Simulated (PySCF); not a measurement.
Compound: C9H6N (doublet state).
Structure used (GFN2-xTB), in Å, numbered top down from 1:
```
atom  x, y, z in Å
C1    -3.4904    1.7596   -1.3297
C2    -2.2489    1.4559   -0.9182
C3    -1.8300    0.1405   -0.5533
C4    -2.7201   -0.9399   -0.6037
N5    -3.4476   -1.8311   -0.6423
C6    -0.5457   -0.1232   -0.1371
C7     0.5960   -0.3624    0.2350
C8     1.8505   -0.6127    0.6426
C9     2.9843   -0.8362    1.0113
C10    4.3265   -1.1057    1.4489
H11   -4.2572    1.0066   -1.4091
H12   -3.7614    2.7662   -1.5942
H13   -1.4910    2.2260   -0.8450
H14    4.9026   -1.5431    0.6322
H15    4.3130   -1.8086    2.2827
H16    4.8119   -0.1828    1.7686
```

The hyperfine couplings belong to this conformer and change with its torsions.

As a line formula: `C=C[C](C#N)C#CC#CC` [radical].

Method: UKS B3LYP, pcH-1 on C H N, non-relativistic, mean-field spin-orbit, GIAO (PySCF 2.14.0). One conformer (not necessarily the lowest) at the GFN2-xTB geometry, without solvent, vibrations or thermal averaging. Couplings are sensitive to structure, and on GFN2-xTB geometries they can be far from those on DFT ones. No stability test was run, so a lower SCF solution isn't excluded. ⟨S²⟩ is 0.786 where a pure state has 0.75.

(1) Give the principal g shifts and their parts.

(2) At 93.666 GHz, how far is the centre of the isotropic spectrum from where a free electron (g = 2.002319) resonates?

(3) What effective moment and Curie constant follow for a powder?

(4) What are the electron Larmor frequencies g μB B/h along the three axes at 1200 mT?

(5) In a frozen sample, at which fields do the three g values resonate at 9.5, 34, 94 and 263 GHz (hyperfine left aside), and which band first spreads them over more than twice a line width of 0.5 mT?

## Answers

(1) 
```tsv
Δg (ppm)	1	2	3
relativistic mass correction	-159	-159	-159
gauge correction	-5	33	34
orbital Zeeman/spin–orbit	43	657	1196
total	-121	531	1072
```

So g = 2.00220, 2.00285, 2.00339 and g_iso = 2.00281; the tensor is rhombic: the two nearest values differ by 45 % of g3 − g1. Axes: g2 points within 6° of the C3–C4 bond.

(2) B = hν/(g μB) with μB/h = 13.99624 MHz/mT gives 3342.24 mT for the free electron and 3341.41 mT at g_iso, 0.82 mT lower.

(3) With the mean of g² = 4.0113 and S(S+1) = 0.75: μ_eff = √(⟨g²⟩S(S+1)) = 1.734 μB and χT = 0.12505·⟨g²⟩·S(S+1) = 0.376 cm³ K/mol (cgs; spin-Hamiltonian part alone).

(4) 33.6279, 33.6389, 33.6479 GHz for g1, g2 and g3, a range of 20.0 MHz.

(5) 
```csv
band,GHz,B(g3) mT,B(g2) mT,B(g1) mT,spread mT
X,9.5,338.80,338.89,339.00,0.20
Q,34.0,1212.56,1212.88,1213.28,0.72
W,94.0,3352.36,3353.26,3354.36,2.00
J,263.0,9379.47,9382.00,9385.06,5.59
```

The spread grows in proportion to the frequency. W band is the first where it exceeds 1.0 mT.

The Mulliken spin populations are largest on C3 (+0.48), C1 (+0.40), C7 (+0.34) and C9 (+0.24). Five atoms exceed +0.15. The positive populations add up to 1.66 and the negative ones to -0.66, together 2S = 1.

The HOMO–LUMO gaps are 4.68 eV among the α and 3.47 eV among the β orbitals.
